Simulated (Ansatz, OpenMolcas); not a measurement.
# AlI (iodoaluminum): methods side by side

AlI has 2 atoms, charge 0, and is taken as a singlet. SMILES: `[Al][I]`. The bond length is the measured one.

```xyz
2

Al    0.0000    0.0000    0.0000
I     0.0000    0.0000    2.5371
```

Each level gives the vertical ionisation energy (to the doublet cation) (eV). The values are calculated.

| level | kind | program | value (eV) | less CCSD(T)/def2-TZVPPD | CPU time (all runs) |
| --- | --- | --- | --- | --- | --- |
| HF/def2-TZVPPD (core potential) | Hartree–Fock | Ansatz | 7.91 | -0.87 | 9.6 s |
| r2SCAN/def2-TZVPPD (core potential) | meta-GGA | Ansatz | 8.60 | -0.18 | 44 s |
| B3LYP/def2-TZVPPD (core potential) | global hybrid | Ansatz | 8.79 | +0.01 | 22 s |
| M06-2X/def2-TZVPPD (core potential) | hybrid meta-GGA | OpenMolcas | 8.77 | -0.01 | 67 s |
| PBE0/def2-TZVPPD (core potential) | global hybrid | OpenMolcas | 8.72 | -0.06 | 48 s |
| HSE06/def2-TZVPPD (core potential) | range-separated hybrid | Ansatz | 8.71 | -0.07 | 28 s |
| RPA@PBE/def2-TZVPPD (core potential) | RPA | Ansatz | 8.96 | +0.18 | 35 s |
| CCSD(T)/def2-TZVPPD (core potential) | coupled cluster or CI | Ansatz | 8.78 | 0.00 | 55 s |
| FCI/STO-3G | exact in the basis | Ansatz | 4.92 | -3.86 | 3 s |

Differences are taken from CCSD(T)/def2-TZVPPD (core potential) for orientation; it has basis-set and higher-order errors of its own. All-electron rows without a relativistic Hamiltonian named are non-relativistic, while core potentials hold scalar relativity, so basis and relativity change together. Spin-orbit coupling, which can split open shells on such heavy atoms by tenths of an eV, is left out. The values span 4.92 to 8.96 eV. High-level rows in very small sets aren't better than simpler rows in larger ones. In the correlated wave-function rows the outer d shell of I is correlated, in sets not made for it. Times are those of the runs behind each value, whatever else they computed, on shared processors of several kinds: orders of magnitude only.
